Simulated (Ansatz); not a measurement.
One change: `C#[C][GeH2][CH2]Cl` becomes `Cl[CH2][GeH2][SeH]`.

Ansatz, PBE0-D4/def2-TZVP geometries, multiplicity 1. Each molecule was computed in one conformer, which needn't be the lowest.

Scalar relativity is left out up to krypton.

| property | `C#[C][GeH2][CH2]Cl` |
| --- | --- |
| HOMO energy (PBE0/def2-TZVPP) / eV | -7.90 |
| LUMO energy (PBE0/def2-TZVPP) / eV | -0.15 |
| LUMO energy (ωB97M-V/def2-TZVPP) / eV | 1.72 |
| HOMO–LUMO gap (PBE/def2-TZVPP) / eV | 5.57 |
| LUMO energy (B3LYP/def2-TZVPP) / eV | -0.39 |
| size of the dipole moment (ωB97M-V/def2-TZVPP) / D | 1.53 |

Question: What does the change do to each property? (Best estimate.)

Answer: Computed: 
```csv
property,`Cl[CH2][GeH2][SeH]`,shift
HOMO energy (PBE0/def2-TZVPP) / eV,-7.02,0.88
LUMO energy (PBE0/def2-TZVPP) / eV,-0.26,-0.11
LUMO energy (ωB97M-V/def2-TZVPP) / eV,1.57,-0.15
HOMO–LUMO gap (PBE/def2-TZVPP) / eV,4.73,-0.84
LUMO energy (B3LYP/def2-TZVPP) / eV,-0.52,-0.13
size of the dipole moment (ωB97M-V/def2-TZVPP) / D,2.37,0.84
```

With PBE0 the HOMO rises by 0.88 eV and the LUMO falls by 0.11 eV, so the gap narrows by about 0.99 eV. PBE moves the HOMO by 0.78 eV and ωB97M-V by 0.92 eV. Dipoles are sizes alone; their direction can turn.

B3LYP here is the variant with VWN-RPA as its local correlation; programs differ in this.

Spin–orbit coupling is left out; it splits and shifts lone-pair levels of the heavy atoms by tenths of an eV.
